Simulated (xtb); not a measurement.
Cl₅OSi₂ (SMILES Cl[Si](Cl)O[Si](Cl)(Cl)Cl), doublet, at a GFN2-xTB geometry, atoms displaced at random by about 0.05 Å a coordinate; xtb with GFN2-xTB.

Here is a job for xtb.
```
$ xtb mol.xyz --gfn 2 --uhf 1 --opt extreme --json

# file mol.xyz
8

Cl     2.38929716    -1.73074351    -0.65882683
Si     1.93693569     0.08523036     0.20949456
Cl     2.21203505     1.62560701    -1.10663028
O      0.39408419     0.17694019     0.59793469
Si    -1.24983943    -0.02273265     0.44996876
Cl    -1.93239418     1.12018195     1.76621682
Cl    -1.71791979    -1.90629597     0.59742794
Cl    -1.70639793     0.64977960    -1.45613007
```

Question: Predict the main parts of the log of this xtb run.

Answer: 
```
   ID    Z sym.   atoms
    1   17 Cl     1, 3, 6-8
    2   14 Si     2, 5
    3    8 O      4

           -------------------------------------------------
          |                Calculation Setup                |
           -------------------------------------------------

           -------------------------------------------------
          |                 G F N 2 - x T B                 |
           -------------------------------------------------

          ...................................................
          :                      SETUP                      :
          :.................................................:
          :  # basis functions                  74          :
          :  # atomic orbitals                  67          :
          :  # shells                           23          :
          :  # electrons                        49          :
          :  max. iterations                   250          :
          :  Hamiltonian                  GFN2-xTB          :
          :  restarted?                      false          :
          :  GBSA solvation                  false          :
          :  PC potential                    false          :
          :  electronic temp.          300.0000000     K    :
          :  accuracy                    1.0000000          :
          :  -> integral cutoff          0.2500000E+02      :
          :  -> integral neglect         0.1000000E-07      :
          :  -> SCF convergence          0.1000000E-05 Eh   :
          :  -> wf. convergence          0.1000000E-03 e    :
          :  Broyden damping             0.4000000          :
          :  net charge                          0          :
          :  unpaired electrons                  1          :
          ...................................................

 iter      E             dE          RMSdq      gap      omega  full diag
   1    -30.4777315 -0.304777E+02  0.785E+00    4.01       0.0  T
   2    -30.5696039 -0.918724E-01  0.575E+00    3.51       1.0  T
   3    -30.5840644 -0.144606E-01  0.288E+00    3.90       1.0  T
   4    -30.5775147  0.654969E-02  0.191E+00    3.40       1.0  T
   5    -30.5974310 -0.199163E-01  0.722E-01    3.75       1.0  T
   6    -30.5973853  0.457409E-04  0.262E-01    3.78       1.0  T
   7    -30.5972607  0.124608E-03  0.307E-01    3.76       1.0  T
   8    -30.5976490 -0.388357E-03  0.112E-01    3.77       1.0  T
   9    -30.5975773  0.717630E-04  0.140E-01    3.76       1.0  T
  10    -30.5976920 -0.114791E-03  0.556E-02    3.77       1.0  T
  11    -30.5977011 -0.907335E-05  0.398E-02    3.77       1.0  T
  12    -30.5977090 -0.784145E-05  0.200E-02    3.77       1.8  T
  13    -30.5977097 -0.749490E-06  0.167E-02    3.77       2.1  T
  14    -30.5977111 -0.141193E-05  0.669E-03    3.77       5.3  T
  15    -30.5977113 -0.185092E-06  0.164E-03    3.77      21.6  T
  16    -30.5977113 -0.280159E-08  0.987E-04    3.77      35.8  T
  17    -30.5977113 -0.109367E-08  0.896E-04    3.77      39.4  T

   *** convergence criteria satisfied after 17 iterations ***

         :::::::::::::::::::::::::::::::::::::::::::::::::::::
         ::                     SUMMARY                     ::
         :::::::::::::::::::::::::::::::::::::::::::::::::::::
         :: total energy             -30.521755459207 Eh    ::
         :: gradient norm              0.100900965242 Eh/a0 ::
         :: HOMO-LUMO gap              3.770450676272 eV    ::
         ::.................................................::
         :: SCC energy               -30.597674398598 Eh    ::
         :: -> isotropic ES            0.064899973741 Eh    ::
         :: -> anisotropic ES         -0.005046056696 Eh    ::
         :: -> anisotropic XC         -0.005640396960 Eh    ::
         :: -> dispersion             -0.014243044071 Eh    ::
         :: repulsion energy           0.075918939391 Eh    ::
         :: add. restraining           0.000000000000 Eh    ::
[...]
 * total energy  :   -30.5324927 Eh     change       -0.5575314E-07 Eh
 * total energy  :   -30.5324928 Eh     change       -0.5505542E-07 Eh
 * total energy  :   -30.5324928 Eh     change       -0.5557463E-07 Eh
 * total energy  :   -30.5324929 Eh     change       -0.5487759E-07 Eh
 * total energy  :   -30.5324929 Eh     change       -0.5541868E-07 Eh
 * total energy  :   -30.5324930 Eh     change       -0.5470224E-07 Eh
 * total energy  :   -30.5324931 Eh     change       -0.5524852E-07 Eh
 * total energy  :   -30.5324931 Eh     change       -0.5451324E-07 Eh
 * total energy  :   -30.5324932 Eh     change       -0.5505774E-07 Eh
 * total energy  :   -30.5324932 Eh     change       -0.5431787E-07 Eh
 * total energy  :   -30.5324933 Eh     change       -0.5486491E-07 Eh
 * total energy  :   -30.5324933 Eh     change       -0.5413680E-07 Eh
 * total energy  :   -30.5324934 Eh     change       -0.5468847E-07 Eh
         :: total energy             -30.532493438217 Eh    ::
[...]
        20        2.0000           -0.4600415             -12.5184
        21        2.0000           -0.4575765             -12.4513
        22        2.0000           -0.4569166             -12.4333
        23        2.0000           -0.4553107             -12.3896
        24        2.0000           -0.4542291             -12.3602
        25        1.0000           -0.3496586              -9.5147 (HOMO)
        26                         -0.2100015              -5.7144 (LUMO)
        27                         -0.1984700              -5.4006
        28                         -0.1806672              -4.9162
        29                         -0.1705874              -4.6419
        30                         -0.1577693              -4.2931
        31                         -0.1357150              -3.6930
        32                         -0.0877670              -2.3883
        33                         -0.0456390              -1.2419
        34                         -0.0431776              -1.1749
        35                         -0.0207240              -0.5639
        36                         -0.0176011              -0.4789
       ...                                ...                  ...
        67                          0.8815130              23.9872
      -------------------------------------------------------------
                  HL-Gap            0.1396571 Eh            3.8003 eV
             Fermi-level           -0.3408869 Eh           -9.2760 eV

     #   Z          covCN         q      C6AA      α(0)
     1  17 Cl       0.807    -0.137   103.331    15.550
     2  14 Si       2.432     0.524   174.973    28.879
     3  17 Cl       0.807    -0.136   103.300    15.548
     4   8 O        1.540    -0.406    21.040     6.188
     5  14 Si       3.237     0.606   128.556    23.541
     6  17 Cl       0.811    -0.150   103.744    15.581
     7  17 Cl       0.812    -0.150   103.756    15.582
     8  17 Cl       0.812    -0.150   103.748    15.582

 Mol. C6AA /au·bohr⁶  :       6267.614594
 Mol. C8AA /au·bohr⁸  :     303224.122817
 Mol. α(0) /au        :        136.451805

Wiberg/Mayer (AO) data.
largest (>0.10) Wiberg bond orders for each atom

 ---------------------------------------------------------------------------
     #   Z sym  total        # sym  WBO       # sym  WBO       # sym  WBO
 ---------------------------------------------------------------------------
     1  17 Cl   1.332 --     2 Si   1.184
     2  14 Si   3.467 --     3 Cl   1.185     1 Cl   1.184     4 O    1.041
     3  17 Cl   1.332 --     2 Si   1.185
     4   8 O    2.379 --     5 Si   1.103     2 Si   1.041
     5  14 Si   4.514 --     6 Cl   1.126     7 Cl   1.124     8 Cl   1.124
                             4 O    1.103
     6  17 Cl   1.309 --     5 Si   1.126
     7  17 Cl   1.312 --     5 Si   1.124
     8  17 Cl   1.317 --     5 Si   1.124
 ---------------------------------------------------------------------------

Topologies differ in total number of bonds
Writing topology from bond orders to xtbtopo.mol

molecular dipole:
                 x           y           z       tot (Debye)
 q only:        0.585       0.142       0.325
   full:        0.271       0.037       0.062       0.713
molecular quadrupole (traceless):
                xx          xy          yy          xz          yz          zz
 q only:        4.432       1.661      -3.180       3.442       0.931      -1.252
  q+dip:        0.269       0.870      -1.022       2.584       0.613       0.753
   full:        1.732       0.830      -1.743       1.911       0.526       0.010

optimized geometry written to: xtbopt.xyz

           -------------------------------------------------
          | TOTAL ENERGY              -30.532493438217 Eh   |
          | GRADIENT NORM               0.000022817890 Eh/α |
          | HOMO-LUMO GAP               3.800262889481 eV   |
           -------------------------------------------------

normal termination of xtb
```

The run did not converge; its last values are not results.
